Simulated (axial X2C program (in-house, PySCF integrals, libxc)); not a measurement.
Potential curves of CuH⁺, with spin–orbit coupling

All values were computed with an in-house relativistic program for diatomic molecules. Two-component (2c) means X2C with spin–orbit coupling and atomic mean-field two-electron Coulomb and Gaunt terms. Basis: Cu dyall-cv3z [9s9p6d3f2g], H dyall-v3z [6s2p1d] (cores contracted in-house); Gaussian nuclei, density fitting, unrestricted open shells. Masses: Cu 62.930 u, H 1.008 u.

State: Ω = 1/2 (⟨Sz⟩ = 0.50, ⟨Lz⟩ = 0.00 at BP86). Energies in eV from the fragments at the same level (Cu+ + H). Fits are polynomials in 1 − R0/R over 0.85 to 1.23 times the lowest point R0.

```
 R (Å)     BP86
1.2772  -1.4652
1.3359  -1.6608
1.3799  -1.7499
1.4240  -1.8000
1.4680  -1.8183
1.5194  -1.8081
1.5708  -1.7715
1.6368  -1.6965
1.7176  -1.5766
1.8350  -1.3762
```

The state is a single determinant with fixed occupations, the lowest that a limited PBE0 search found. Dissociation energies refer to the lowest single-determinant-based atoms at the same level and basis. Density functionals use the spin component along the axis (collinear).

Fit the BP86 curve near its minimum: give the equilibrium distance, the harmonic wavenumber and the well depth.

At BP86, 2c: Re = 1.476 Å, ωe ≈ 1850 cm⁻¹, De = 1.82 eV to Cu+ + H; Be follows as 7.8 cm⁻¹.
